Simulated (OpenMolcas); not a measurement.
## 5s2 5p along the 49-electron sequence

- Program: OpenMolcas
- Method: MS-RASPT2, IPEA 0.25 Eh, imaginary shift 0.1 Eh
- Basis: ANO-R2
- Scalar Hamiltonian: X2C, finite nucleus
- Spin-orbit coupling: RASSI with atomic mean-field integrals over the reference wave functions, term energies averaged over their components

Active space for each ion: 3 electrons in 9 orbitals (RAS2 5s 5p; RAS3 5d, at most 2 electrons); closed shells correlated by CASPT2: 4d.

Computed levels in cm-1 above 2P* 1/2:

```
                                Level  Sb2+  Te3+    I4+   Xe5+
                              2P* 3/2  5670  8030  10710  13820
weight of 2P* in the lowest level (%)   100   100    100    100
```

Measured, with the error of the calculation in %. Measured levels: Sb2+, Te3+ from Moore, Atomic Energy Levels, vol. III, NSRDS-NBS 35 (1971 reprint of NBS Circular 467, 1958); Xe5+ from Saloman, J. Phys. Chem. Ref. Data 33, 765 (2004).

```json
{"Level": "2P* 3/2", "Sb2+": "6576 (-13.7)", "Te3+": "9223 (-13.0)", "Xe5+": "15599 (-11.4)"}
```

The fine-structure level 2P* 3/2 changes by a factor of 2.44 from Sb2+ to Xe5+. Its fourth root runs 8.68, 9.47, 10.17, 10.84, with steps per unit of Z of 0.79, 0.71, 0.67; equal steps would mean a (Z - σ)^4 law with constant σ.

Active for correlation alone: 5d; no level in the range computed is led by a configuration that fills it, so any true level of that kind is missing. Computed and measured levels are paired by configuration, term and J; levels that our copy of the source lacks, or whose pairing is in doubt (as where it misses far off the trend of its configuration), stay unpaired and out of the deviations. Levels of configurations outside the active space are missing.

* marks odd parity.
